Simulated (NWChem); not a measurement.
# CHOS cation; SMILES [OH+]=C=S

Computed with NWChem. Structure relaxed at the PBE0-D3(BJ)/def2-TZVP level. Vertical excitations in the gas phase.

Problem. What does the run give for B3LYP/aug-cc-pVDZ, TDA? Quantities: lowest excitation, singlet (eV); oscillator strength of that lowest state; orbital gap (eV).

Solution. 
```json
{
  "lowest excitation, singlet (eV)": "5.06",
  "oscillator_strength_of_that_lowest_state": "0.000",
  "orbital gap (eV)": "6.74"
}
```
